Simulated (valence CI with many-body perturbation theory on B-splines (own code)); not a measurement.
Values are calculated unless marked as measured or tabulated.
## Zn²⁴⁺: what the settings do

Level of theory: configuration interaction combined with many-body perturbation theory (CI+MBPT): four valence electrons over a frozen Dirac-Fock core [He], a basis of 6 s, 6 p, 5 d, 3 f, 1 g functions for each j, with the one-electron correlation potential Σ1, the two-electron term Σ2, the three-electron term Σ3, Breit, model QED; selected CI, second order for the rest, scaled by the run's own slope (own B-spline code, finite nucleus).

No measured levels were compared; by estimate levels of excited configurations hold to 0.05 to 0.15 % of their energy, terms of the ground configuration to about 0.5 %.

The reference run has the lowest level 2s²2p² ³P_0 and an ionisation energy of 2361.44 eV. Its largest variational space holds 11617 state functions.

Names give the largest LS component (configuration and term), which can be under half, so a name can repeat, a term be missing and a line seem to break the LS rules; names also repeat where a configuration has a term twice.

Changed runs:
A. factor on the speed of light 1 → 10; QED terms on → off
B. logarithmic knot step 0.27 → 0.4
C. core polarisation of operators on → off; factor on the speed of light 1 → 100; QED terms on → off
D. Davidson iteration limit 60 → 3 (bad on purpose)

Excitation energies of the reference run in cm⁻¹, and shifts in cm⁻¹:

| Level | Reference | A | B | C | D |
| --- | --- | --- | --- | --- | --- |
| 2s²2p² ³P_1 | 157591 | -156877 | -4.6 | -157583 | 0 |
| 2s²2p² ³P_2 | 218093 | -216033 | -4.8 | -218072 | 0 |
| 2s²2p² ¹D_2 | 429227 | -305001 | -9.1 | -306375 | 0 |
| 2s²2p² ¹S_0 | 582636 | -323372 | -10 | -324897 | 0 |
| 2s2p³ ⁵S°_2 | 703300 | -349190 | -20 | -352228 | 0 |
| 2s2p³ ³D°_1 | 1026640 | -314766 | -17 | -317848 | 0 |
| 2s2p³ ³D°_2 | 1043090 | -331233 | -19 | -334297 | 0 |
| 2s2p³ ³D°_3 | 1103320 | -391497 | -21 | -394525 | 0 |
| 2s2p³ ³P°_0 | 1238240 | -400280 | -21 | -403395 | 0 |
| 2s2p³ ³P°_1 | 1258550 | -420608 | -21 | -423707 | 0 |
| 2s2p³ ³P°_2 | 1295150 | -457207 | -22 | -460302 | 0 |
| 2s2p³ ³S°_1 | 1429020 | -364101 | -19 | -367243 | 0 |
| Ionisation energy (eV) | 2361.44 | -21.71 | -0.0031 | -21.83 | 0 |

Run D: The Davidson iterations stopped at their limit.
